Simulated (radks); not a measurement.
Q: Calculated with a radial shooting solver on a logarithmic mesh with Libxc functionals: scalar-relativistic Kohn-Sham, LDA (Slater exchange, Perdew-Wang correlation), spin-polarised, spherical densities, finite nucleus; Fermi nuclear charge, rms radius of each element as measured or else 0.836 A^(1/3) + 0.57 fm. Response by self-consistent Sternheimer equations with the Hartree and adiabatic LDA kernel, the relativistic mass of each level held fixed and spin-orbit coupling left out. Rank Te6+, Sb5+, Cd2+, In3+, Xe8+, I7+, Pd, Ag+, Sn4+ (NIST ground configurations) by static dipole polarisability, largest first.

A: Pd 30.07, Ag+ 10.74, Cd2+ 5.674, In3+ 3.540, Sn4+ 2.429, Sb5+ 1.773, Te6+ 1.351, I7+ 1.063, Xe8+ 0.8567 bohr^3.
